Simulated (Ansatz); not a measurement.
Input for Ansatz (development build ahead of 0.2.0):

```yaml
crystal:
  periodic: [false, false, false]
  atoms:
    - { symbol: Si, position_ang: [0.0, 0.0, 0.0] }
    - { symbol: F, position_ang: [0.91582, 0.91582, 0.91582] }
    - { symbol: F, position_ang: [0.91582, -0.91582, -0.91582] }
    - { symbol: F, position_ang: [-0.91582, 0.91582, -0.91582] }
    - { symbol: F, position_ang: [-0.91582, -0.91582, 0.91582] }
basis:
  gaussian: { orbitals: def2-TZVP }
hamiltonian:
  xc: hf
correlation:
  method: mp2
  frozen_orbitals: { F: 1, Si: 5 }
```

The input is written out in the form of the current development build from the run's settings.

Output:

* Converged: yes
* Reference energy: -687.17461 hartree
* Correlation energy: -1.10473 hartree
* Total energy: -688.27934 hartree
* Spin squared of the determinant: 0.000
